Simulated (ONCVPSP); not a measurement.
## What one change does to a pseudopotential (gold, ONCV)

```json
{
  "Element": "gold",
  "Generator": "ONCVPSP 4.0.1",
  "Type": "optimised norm-conserving Vanderbilt (ONCV)",
  "Functional": "revPBE",
  "Relativity": "scalar-relativistic",
  "Frozen core": "[Kr] 4d10 4f14",
  "Valence charge": "19",
  "Reference configuration": "5s2 5p6 5d8 (charge +3)",
  "Partial waves": "5s: rc 1.55 bohr, ncon 4, nbas 7, qcut 5.8 1/bohr, 2 projectors, debl 1 Ha; 5p: rc 1.65 bohr, ncon 4, nbas 7, qcut 8.9 1/bohr, 2 projectors, debl 3.3 Ha; 5d: rc 2.05 bohr, ncon 4, nbas 9, qcut 6.2 1/bohr, 1 projector; f scattering state at 0.09 Ha: rc 2.05 bohr, ncon 3, nbas 6, qcut 5.2 1/bohr, 2 projectors, debl 0.7 Ha",
  "Local potential": "polynomial inside 1.10 bohr (lpopt 5, dvloc0 6 Ha)",
  "Core correction": "Teter function, fcfact 1.5, rcfact 1.65"
}
```

In the s channel the program set the typed energies aside and used -5.312, 0.050 Ha. In the p channel the program set the typed energies aside and used -3.513, 0.250 Ha.

Change: d: rc 2.2.

Cutoffs: the cutoffs (Ha) at which the residual kinetic energy of the hardest occupied pseudo-wave falls to 1 and 0.1 mHa per electron; they do not see the model core or the augmentation charge, which bear on the density cutoff. Errors are all-electron minus pseudo energies relative to the spin-unpolarised reference configuration.

Q: What does the change do?

A: The potential gets neither clearly harder nor softer (21 Ha and 50 Ha → 21 Ha and 50 Ha); of the 4 tests that both files solve, the error grows in 3 and shrinks in 1 by more than 15 % and 0.3 meV (median size 11.9 → 13.4 meV); neither file shows a bound ghost.

| quantity | base | changed |
| --- | --- | --- |
| cutoff, loose | 21 Ha | 21 Ha |
| cutoff, tight | 50 Ha | 50 Ha |
| loose cutoff by channel | s 18 Ha, p 21 Ha, d 16 Ha | s 18 Ha, p 21 Ha, d 16 Ha |
| bound ghosts | none | none |
| GHOST(+) flags under 300 eV | s at 161.8 eV | s at 161.8 eV |
| error for 5s2 5p6 5d10 6s1, meV [ΔE -64.20 eV] | +12 | +6.2 |
| error for 5s2 5p6 5d10, meV [ΔE -54.92 eV] | +13 | +19 |
| error for 5s2 5p6 5d9, meV [ΔE -33.80 eV] | +9.9 | +13 |
| error for 5s2 5p6 5d10 6p1, meV [ΔE -58.98 eV] | +12 | +14 |
| s: phases at 1.58 bohr within 0.05 rad from the reference energy up to (Ha; the scan ends near 5) | to the end of the scan | to the end of the scan |
| p: phases at 1.67 bohr within 0.05 rad from the reference energy up to (Ha; the scan ends near 5) | to the end of the scan | to the end of the scan |
| f: phases at 2.09 bohr within 0.05 rad from the reference energy up to (Ha; the scan ends near 5) | 3.1 | 3.1 |
| rms error of d²Exc/dni dnj with the model core, mHa | 1.90 | 2.11 |
